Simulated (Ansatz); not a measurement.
Calculated with Ansatz (gas phase, PBE0-D4/def2-TZVP geometries, no zero-point term in ΔE). CBS: MP2 limit from def2 TZ/QZ plus the TZ coupled-cluster correction, frozen cores. This one scheme is used for every species. Functionals use def2-TZVPP. Elements past krypton have def2 core potentials. For In outer-core shells are correlated without core-valence functions, which leaves a few kJ/mol of doubt a bond. Each species was taken in one conformer, which may not be the lowest.

Reaction (cleavage of the In–Al bond): `[NH2][InH][AlH][OH]` + NH₃ → `[NH2][InH][NH2]` + `[OH][AlH2]`

`[NH2][InH][AlH][OH]`:

Z-matrix (Å, degrees):
```
N
In 1 2.020
H 1 1.007 2 124.9
H 1 1.007 2 124.2 3 -180.0
Al 2 2.655 1 115.4 3 -0.0
H 2 1.726 1 110.5 3 -180.0
O 5 1.702 2 115.3 1 179.8
H 5 1.595 2 127.2 1 -0.2
H 7 0.957 5 122.6 2 -180.0
```

NH₃:

Z-matrix (Å, degrees):
```
N
H 1 1.013
H 1 1.013 2 107.1
H 1 1.013 2 107.1 3 -114.5
```

`[NH2][InH][NH2]`:

```xyz
8

N    -0.136    0.177   -1.702
In    0.627    0.414    0.151
N    -0.438   -0.557    1.563
H    -1.092   -0.127   -1.807
H     0.087    0.845   -2.423
H     2.020    1.335    0.487
H    -0.005   -0.791    2.443
H    -1.064   -1.298    1.287
```

`[OH][AlH2]`:

Z-matrix (Å, degrees):
```
Al
O 1 1.696
H 1 1.585 2 119.7
H 1 1.577 2 116.0 3 -180.0
H 2 0.956 1 123.4 3 -0.0
```

| level | ΔE (kJ/mol) |
| --- | --- |
| r2SCAN0-D4 | 44.9 |
| BHLYP-D4 | 41.4 |
| PBE-QIDH | 42.3 |
| revPBE | 51.8 |

(1) What does CCSD(T)/CBS give? (Best estimate.)

Largest T1 diagnostic among the species: 0.016.

## Answers

(1) Computed: +37.2 kJ/mol. The listed levels differ from it by 7.7, 4.2, 5.1, 14.6 kJ/mol.

From BLYP to BHLYP (50 % exact exchange), in def2-TZVPP and without D4, ΔE moves by −4.1 kJ/mol. At CCSD(T), def2-SVP lies +3.9 kJ/mol from the extrapolated value and def2-TZVPP +0.8 kJ/mol.

CCSD(T)/CBS has its own doubt, a few kJ/mol and more with outer-core shells, so smaller differences from it don't rank the levels.
